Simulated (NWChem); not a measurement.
System: CH₅FO₂Si; SMILES O[SiH](O)CF

```xyz
10

O      1.5066    -0.8187    -0.3147
Si     0.0209    -0.4531     0.3309
O     -1.0581    -1.6123    -0.1480
C     -0.6822     1.1529    -0.3555
F      0.1083     2.2037     0.0826
H      2.2816    -0.5377     0.1788
H      0.1601    -0.3477     1.8153
H     -0.7895    -2.5309    -0.0558
H     -0.6920     1.1411    -1.4600
H     -1.7218     1.3171    -0.0199
```
Atoms are numbered in this order, from 1.

All runs: NWChem. Medium grid unless said otherwise, to which SCAN and Minnesota functionals are sensitive. Coordinates come from a PBE0/def2-SVP optimisation. Total energies of different functionals are on different scales.

```json
[
 {"level": "PBE/def2-TZVP", "energy (Ha)": "-580.6672", "highest occupied level (eV)": "-6.74", "orbital gap (eV)": "6.25", "dipole (D)": "1.64"},
 {"level": "B3LYP/def2-TZVP", "energy (Ha)": "-581.1541", "highest occupied level (eV)": "-8.07", "orbital gap (eV)": "8.19", "dipole (D)": "1.74"},
 {"level": "TPSSh/def2-TZVP", "energy (Ha)": "-581.1399", "highest occupied level (eV)": "…", "orbital gap (eV)": "…", "dipole (D)": "1.73"},
 {"level": "PBE0/def2-TZVP", "energy (Ha)": "-580.7011", "highest occupied level (eV)": "-8.26", "orbital gap (eV)": "8.70", "dipole (D)": "1.71"},
 {"level": "r2SCAN/def2-TZVP", "energy (Ha)": "-580.9643", "highest occupied level (eV)": "-7.08", "orbital gap (eV)": "7.08", "dipole (D)": "1.70"},
 {"level": "PW6B95/def2-TZVP", "energy (Ha)": "-581.7058", "highest occupied level (eV)": "-8.41", "orbital gap (eV)": "8.81", "dipole (D)": "1.74"}
]
```

**Question.** Some entries are withheld; supply them.

**Answer.** 
- TPSSh/def2-TZVP, highest occupied level (eV): -7.48
- TPSSh/def2-TZVP, orbital gap (eV): 7.59
